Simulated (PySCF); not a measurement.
A side-by-side comparison of computed properties.

First species: C4H9N3Si.
SMILES: `CN[SiH2]n1ccnc1`

Second species: C₃H₅FOS.
Z-matrix (Å and degrees, GFN2-xTB geometry), rows numbered from 1:
```
O 
S   1  1.4547
C   2  1.8744  1  109.14
C   3  1.5246  2   92.18  1  -121.75
C   4  1.5216  3   96.02  2    20.79
F   5  1.3624  2  115.20  1  -118.60
H   3  1.0862  2  108.69  1    -5.77
H   3  1.0850  2  114.03  1   118.05
H   4  1.0900  3  115.62  2   142.43
H   4  1.0899  3  111.43  2   -92.72
H   5  1.0918  2  109.86  1     4.07
```

Levels: PBE0/def2-SVPD for dipole moment, HOMO energy, LUMO energy, HOMO–LUMO gap, static isotropic polarisability and electronic spatial extent ⟨r²⟩ about the centre of nuclear charge; TDDFT PBE0/def2-SVPD for lowest singlet excitation; TDA PBE0/def2-SVPD for lowest triplet excitation (Tamm–Dancoff); GFN2-xTB for rotational constant A and rotational constant C. Geometries: GFN2-xTB. Each species is one conformer at its optimised geometry, gas phase, non-relativistic unless stated. Electronic properties by PySCF.

The conformers computed, where there is a choice (atom-mapped SMILES and torsion angles):
- `[CH3:1][NH:2][SiH2:3][n:4]1[cH:5][cH:6][n:7][cH:8]1`: C1–N2–Si3–N4 -53°, N2–Si3–N4–C5 147°

| property | column X | column Y |
| --- | --- | --- |
| dipole moment | 4.32 D | 3.87 D |
| HOMO energy | -6.64 eV | -7.04 eV |
| LUMO energy | 0.01 eV | -0.39 eV |
| HOMO–LUMO gap | 6.65 eV | 6.65 eV |
| lowest singlet excitation | 5.80 eV | 5.16 eV |
| lowest triplet excitation (Tamm–Dancoff) | 4.37 eV | 4.36 eV |
| static isotropic polarisability | 89.9 au | 58.9 au |
| electronic spatial extent ⟨r²⟩ about the centre of nuclear charge | 1218 bohr² | 634 bohr² |
| rotational constant A | 3.581 GHz | 4.536 GHz |
| rotational constant C | 1.000 GHz | 1.936 GHz |

Task: Which column belongs to which species?

Result: Column X is the first species and column Y the second. The first has 17 atoms and 68 electrons, the second 11 and 56.

Task: How does each property change from the first species to the second?

Result: dipole moment -0.45 D; HOMO energy -0.40 eV; LUMO energy -0.40 eV; HOMO–LUMO gap 0.00 eV; lowest singlet excitation -0.64 eV; lowest triplet excitation (Tamm–Dancoff) -0.01 eV; static isotropic polarisability -31.0 au; electronic spatial extent ⟨r²⟩ about the centre of nuclear charge -584 bohr²; rotational constant A +0.955 GHz; rotational constant C +0.936 GHz.

On the first: S1 lies 0.85 eV below the HOMO–LUMO gap; its leading configuration is HOMO→LUMO, weight 0.94. The polarisability is 13.33 Å³ as a volume (1 au = 0.148185 Å³), or 1.32 au for each of the 68 electrons.

On the second: In wavenumbers S1 is 41600 cm⁻¹ (1 eV = 8065.54 cm⁻¹). S1 lies 1.49 eV below the HOMO–LUMO gap; its leading configuration is HOMO→LUMO, weight 0.97.
